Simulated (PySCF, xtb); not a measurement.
hexafluoroacetone (C3F6O), SMILES FC(F)(C(C(F)(F)F)=O)F.

GFN2-xTB run with xtb 6.7.1 at its own geometry gives an orbital gap of 3.09 eV and a dipole moment of 0.46 D.

Coordinates come from a PBE-D3(BJ)/def2-SVP optimisation.

Task: What does r2SCAN/def2-SVP in PySCF give? (An estimate is asked for; the answer gives what the named calculation found.)

Result: gap 4.01 eV (levels -7.90 and -3.89 eV), dipole 0.45 D.
